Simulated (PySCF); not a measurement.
Molecular orbitals of SbCl⁺

PBE0 at R = 2.248 Å; PySCF, scalar-relativistic core potentials, basis sets Sb cc-pVTZ-PP with ECP28, Cl cc-pV(T+d)Z. State: ²Π (doublet), unpaired electrons π ↑. Only the outer orbitals are listed, counted within each symmetry, core potentials removing the inner ones.

```json
{"spin": "α", "orbital": "7σ", "occ.": "1", "ε (eV)": "-29.67", "on Sb (%)": "11", "main shells (%)": "88 Cl s"}
{"spin": "α", "orbital": "8σ", "occ.": "1", "ε (eV)": "-22.33", "on Sb (%)": "78", "main shells (%)": "78 Sb s, 12 Cl p, 9 Cl s"}
{"spin": "α", "orbital": "9σ", "occ.": "1", "ε (eV)": "-16.73", "on Sb (%)": "42", "main shells (%)": "56 Cl p, 28 Sb p, 12 Sb s"}
{"spin": "α", "orbital": "4π", "occ.": "1", "ε (eV)": "-16.27", "on Sb (%)": "18", "main shells (%)": "82 Cl p, 16 Sb p"}
{"spin": "α", "orbital": "4π", "occ.": "1", "ε (eV)": "-16.10", "on Sb (%)": "15", "main shells (%)": "84 Cl p, 12 Sb p"}
{"spin": "α", "orbital": "5π", "occ.": "1", "ε (eV)": "-12.76", "on Sb (%)": "85", "main shells (%)": "84 Sb p, 15 Cl p"}
{"spin": "α", "orbital": "5π", "occ.": "0", "ε (eV)": "-10.77", "on Sb (%)": "88", "main shells (%)": "87 Sb p, 12 Cl p"}
{"spin": "α", "orbital": "10σ", "occ.": "0", "ε (eV)": "-7.45", "on Sb (%)": "81", "main shells (%)": "69 Sb p, 19 Cl p, 8 Sb d"}
{"spin": "α", "orbital": "11σ", "occ.": "0", "ε (eV)": "-3.20", "on Sb (%)": "101", "main shells (%)": "96 Sb s"}
{"spin": "β", "orbital": "7σ", "occ.": "1", "ε (eV)": "-29.55", "on Sb (%)": "10", "main shells (%)": "88 Cl s"}
{"spin": "β", "orbital": "8σ", "occ.": "1", "ε (eV)": "-21.53", "on Sb (%)": "74", "main shells (%)": "74 Sb s, 17 Cl p, 8 Cl s"}
{"spin": "β", "orbital": "9σ", "occ.": "1", "ε (eV)": "-16.47", "on Sb (%)": "46", "main shells (%)": "53 Cl p, 27 Sb p, 17 Sb s"}
{"spin": "β", "orbital": "4π", "occ.": "1", "ε (eV)": "-16.10", "on Sb (%)": "13", "main shells (%)": "87 Cl p, 10 Sb p"}
{"spin": "β", "orbital": "4π", "occ.": "1", "ε (eV)": "-15.79", "on Sb (%)": "10", "main shells (%)": "89 Cl p"}
{"spin": "β", "orbital": "5π", "occ.": "0", "ε (eV)": "-10.40", "on Sb (%)": "89", "main shells (%)": "89 Sb p, 10 Cl p"}
{"spin": "β", "orbital": "5π", "occ.": "0", "ε (eV)": "-9.48", "on Sb (%)": "92", "main shells (%)": "91 Sb p"}
{"spin": "β", "orbital": "10σ", "occ.": "0", "ε (eV)": "-7.13", "on Sb (%)": "82", "main shells (%)": "71 Sb p, 18 Cl p"}
```

Which are the highest filled and the lowest empty level, where do they sit, and how wide is the gap?

Highest filled α 5π at -12.76 eV (in %: 84 Sb p, 15 Cl p); lowest empty α 5π at -10.77 eV (in %: 87 Sb p, 12 Cl p); the gap at PBE0 is 1.99 eV. Both belong to one degenerate shell, split only by its one-sided filling, so this is no excitation gap.

```
bond order (Mayer)                                                                                                 : 1.53
⟨S²⟩                                                                                                               : 0.754
charge on Sb (Mulliken, basis-dependent)                                                                           : 1.00
charge on Sb (Löwdin, basis-dependent)                                                                             : 0.80
dipole moment (positive dipole points towards Cl; it is taken about the centre of mass and depends on that origin) : -1.66 D
polarisability along the bond                                                                                      : 57.1 bohr³
polarisability across the bond                                                                                     : 29.9 bohr³
```

Shares are Mulliken populations and can fall outside 0 to 100 %.

Spin–orbit coupling is left out. The state was picked by a PBE0 search and need not be the measured ground state.
